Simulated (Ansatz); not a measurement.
# Worked example: vertical energy of the triplet above the singlet of CuCl (cuprous chloride)

The species is CuCl (2 atoms), meant as a singlet with charge 0. SMILES: `[Cl][Cu]`. Geometry: relaxed at PBE0-D4/def2-TZVP.

```xyz
2

Cl    0.8983   -0.3452    0.4464
Cu   -0.8688    0.2850   -0.4424
```

Both states at this one shape; open shells run unrestricted unless said. 1 Eh = 27.2114 eV.

| level | program | singlet CuCl (Eh) | triplet CuCl (Eh) |
| --- | --- | --- | --- |
| BLYP/STO-3G | Ansatz | -2076.646623 | -2076.787437 |
| wB97X/STO-3G | Ansatz | -2076.792825 | -2076.948212 |

Question: Work out the vertical gap, second state less first, at each level.

Answer: 
1. BLYP/STO-3G: -2076.787437 − (-2076.646623) = -0.140814 Eh = -3.83 eV.
2. wB97X/STO-3G: -2076.948212 − (-2076.792825) = -0.155387 Eh = -4.23 eV.

No measured value is set beside it here; the levels span -4.23 to -3.83 eV. Minimal sets are far from the basis-set limit. The second state is spin-contaminated at BLYP/STO-3G (⟨S²⟩ = 2.12).
